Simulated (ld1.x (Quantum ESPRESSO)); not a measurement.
## Al: variants of one TM potential

Base potential:

```
Element                 : Al (Z = 13)
Generator               : ld1.x (Quantum ESPRESSO) 7.5
Type                    : norm-conserving Troullier–Martins (Kleinman–Bylander form)
Functional              : PBE
Relativity              : scalar-relativistic
Frozen core             : [Ne]
Valence charge          : 3
Reference configuration : 3s2 3p1
Partial waves           : 3p (bound): rc 1.75 bohr; 3s (bound): rc 2.25 bohr
Local potential         : the s channel
Core correction         : Bessel-smoothed model core, default radius (core density twice the valence density)
```

Cutoffs, loose and tight: the cutoffs (Ry, on a coarse ladder) from which the occupation-weighted sum of valence levels, in a spherical-Bessel basis at the reference potential, stays within 10 and 1 mRy of its value at 400 Ry. They do not see the model core or the augmentation charge, which bear on the density cutoff. Test errors are all-electron minus pseudo excitation energies from the reference, over the configurations 3s2 3p0; 3s1 3p0; 3s2 3p0.5; 3s1 3p1; 3s2 3p1.3; 3s1 3p2; 3s0 3p3. A dash means not determined; rows that change the core or the reference have their own tests.

The default core radius of the base comes out at 1.31 bohr.

```csv
change,outcome,"cutoff, loose","cutoff, tight",bound ghosts,largest test error (meV)
base,generated,10 Ry,30 Ry,none,+9.5
wave 3p (bound): rc 1.75 bohr becomes 3p (bound): rc 2.40 bohr,generated,10 Ry,25 Ry,none,-15
core correction Bessel-smoothed model core inside 1.82 bohr,generated,10 Ry,30 Ry,none,+37
non-relativistic,generated,10 Ry,30 Ry,none,+10
functional LDA (PZ),generated,10 Ry,30 Ry,none,+9.1
reference 3s2 3p0,generated,10 Ry,25 Ry,none,-15
```

Question: What comes out with this change to the base: local potential all-electron potential smoothed inside 1.90 bohr (lloc = -1)?

Answer: outcome: generated; cutoff, loose: 10 Ry; cutoff, tight: 30 Ry; bound ghosts: none; largest test error (meV): +13.

Question: What comes out with this change to the base: all radii but the core radius scaled by about 1.27 (s 2.86, p 2.22 bohr)?

Answer: outcome: generated; cutoff, loose: 6 Ry; cutoff, tight: 15 Ry; bound ghosts: none; largest test error (meV): -85.

Question: What comes out with this change to the base: wave 3s (bound): rc 2.25 bohr becomes 3s (bound): rc 3.36 bohr?

Answer: outcome: generated; cutoff, loose: 6 Ry; cutoff, tight: 30 Ry; bound ghosts: none; largest test error (meV): -146.
